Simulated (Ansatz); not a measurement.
Born–Oppenheimer molecular dynamics of CH4BCl2N (9 atoms, charge 0, multiplicity 1). It starts at the highest image of a converged band. Of that band: The profile has 2 maxima (images 2, 6) with wells between them (image 3): this band takes more than one step, which may be the mechanism or a detour left from its start path. Neighbouring images differ by up to 1.7 eV, so the band resolves the path poorly. A vibrational analysis at the climbing image gives one clearly imaginary mode, 1446i cm⁻¹: a first-order saddle point.

All numbers below come from UKS PBE-D4/def2-SVP (Ansatz).

```
ensemble                      : NVE (velocity Verlet)
time step                     : 0.5 fs
steps asked                   : 200
starting velocities drawn for : 100 K
seed                          : 4864
```

First frame:

```xyz
9
Properties=species:S:1:pos:R:3
N -0.997 -0.363 0.786
C 0.397 0.235 0.417
B 0.800 0.264 -1.008
Cl -0.356 -0.362 -2.255
Cl 2.392 0.834 -1.551
H -1.468 0.078 1.584
H -1.573 -0.447 -0.065
H 0.875 0.722 1.275
H 0.018 -1.007 0.800
```

Q: How far do the bonds stretch over the last three quarters of this one trajectory? (Pairs bonded in most of those frames.)

A: 
| bond | mean (Å) | spread (Å) | shortest | longest |
| --- | --- | --- | --- | --- |
| N1–C2 | 1.435 | 0.045 | 1.34 | 1.49 |
| N1–H6 | 1.022 | 0.010 | 1.00 | 1.04 |
| N1–H7 | 1.024 | 0.009 | 1.01 | 1.04 |
| C2–B3 | 1.571 | 0.055 | 1.47 | 1.66 |
| C2–H8 | 1.119 | 0.023 | 1.07 | 1.18 |
| B3–Cl4 | 1.770 | 0.039 | 1.70 | 1.84 |
| B3–Cl5 | 1.767 | 0.050 | 1.68 | 1.86 |

Mean temperature of the second half: 1055 K. The conserved energy stayed within 2.4 meV per atom of its start (net change 0.049 meV per atom), so there is no drift, though single steps change it by up to 23 meV in the whole system, a sign of fast motions only just resolved. The system heated up, since it started high on the potential surface and ran downhill. A run of 0.1 ps of so small a system gives no equilibrium averages. The orbitals stay closed-shell, which can raise the energy where a bond breaks towards radicals; this wasn't checked here.

The run took 4.7 min on 2 threads of Intel(R) Xeon(R) 6975P-C (Granite Rapids), on a shared host, peak memory 0.18 GiB.
